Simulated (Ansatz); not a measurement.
The cluster KNa2⁺, 3 atoms. Hardware: 4 threads of Arm Neoverse V1 on a shared host.

The 6-31G sets use Cartesian d functions. Correlated methods freeze 7 core orbitals; core or outer-core shells of Na, K are correlated, in sets that lack core-valence functions.

(1) How many basis functions does each of these Ansatz runs have, and roughly what does it cost? CCSD(T)/def2-TZVPP, charge 1 singlet, energy, from earlier orbitals; HF/STO-3G, charge 1 quintet, energy; PBE-QIDH/def2-TZVP, charge 1 singlet, energy, from earlier orbitals; PBE-QIDH/def2-TZVP, charge 1 triplet, energy, from earlier orbitals; PBE/def2-SVP, charge 1 singlet, energy, from earlier orbitals; HF/def2-TZVP, charge 1 triplet, energy, from earlier orbitals; B3LYP/6-31G, charge 1 singlet, energy; PBE0/def2-TZVP, charge 1 quintet, energy, from earlier orbitals; RPA@PBE/def2-TZVP, charge 1 singlet, energy, from earlier orbitals; HSE06/def2-TZVP, charge 1 singlet, energy, from earlier orbitals; r2SCANh/def2-TZVP, charge 1 singlet, energy, from earlier orbitals; CCSD(T)/def2-TZVPP, charge 1 triplet, energy, from earlier orbitals.

## Answers

(1) Other jobs shared the machine, so times can vary by a factor of up to 3. A dash marks memory too small to be measured apart from the calling script's.

```csv
run,functions,fitting or Cholesky vectors,wall time,peak host memory (GiB)
"HF/STO-3G, charge 1 quintet, energy",31,324,0.15 s,–
"HF/def2-TZVP, charge 1 triplet, energy, from earlier orbitals",97,898,0.45 s,–
"PBE/def2-SVP, charge 1 singlet, energy, from earlier orbitals",54,626,0.55 s,–
"B3LYP/6-31G, charge 1 singlet, energy",55,557,0.8 s,–
"HSE06/def2-TZVP, charge 1 singlet, energy, from earlier orbitals",97,926,1.1 s,–
"RPA@PBE/def2-TZVP, charge 1 singlet, energy, from earlier orbitals",97,898,1.4 s,–
"PBE-QIDH/def2-TZVP, charge 1 singlet, energy, from earlier orbitals",97,898,1.5 s,–
"CCSD(T)/def2-TZVPP, charge 1 singlet, energy, from earlier orbitals",97,898,1.6 s,–
"r2SCANh/def2-TZVP, charge 1 singlet, energy, from earlier orbitals",97,879,1.6 s,–
"PBE-QIDH/def2-TZVP, charge 1 triplet, energy, from earlier orbitals",97,898,1.7 s,–
"CCSD(T)/def2-TZVPP, charge 1 triplet, energy, from earlier orbitals",97,898,4.8 s,0.62
"PBE0/def2-TZVP, charge 1 quintet, energy, from earlier orbitals",97,898,11 s,–
```
